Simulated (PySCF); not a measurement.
# A small calculation by hand: chemical shift, span and skew from a shielding tensor

ClH2NSe, SMILES N[Se]Cl. Atoms are numbered in the order given.

```xyz
5

Se     0.4512    -0.4477     0.0000
Cl    -0.2902     1.6641     0.0000
N     -1.0324    -1.4615     0.0000
H     -1.5903    -1.4199     0.8415
H     -1.5903    -1.4199    -0.8415
```

Geometry optimised at B3LYP-D3(BJ)/def2-TZVP. The values are those of a single conformer.

GIAO shieldings from PySCF with KT2/pcSseg-2, non-relativistic, no solvent. The symmetric part of the tensor of Se1 has the principal values -593.8, 340.6, 883.0 ppm. The same nucleus in Me2Se has σ = 1704.9 ppm at this level (PySCF, at its B3LYP-D3(BJ)/def2-TZVP geometry). Without spin–orbit terms, shifts of atoms bonded to Cl or Br come out too high.

**Question.** Work out the isotropic shielding, the ⁷⁷Se shift against Me2Se, the span and the skew.

**Answer.** 
σ(iso) = (σ11 + σ22 + σ33)/3 = 209.9 ppm. δ = σ(ref) − σ(iso) = 1704.9 − (209.9) = 1495.0 ppm.
Span Ω = σ33 − σ11 = 1476.8 ppm. Skew κ = 3(σ(iso) − σ22)/Ω = -0.27. Tumbling in solution averages the tensor to δ; in a static solid the shielding alone would spread this spin-1/2 line over Ω.
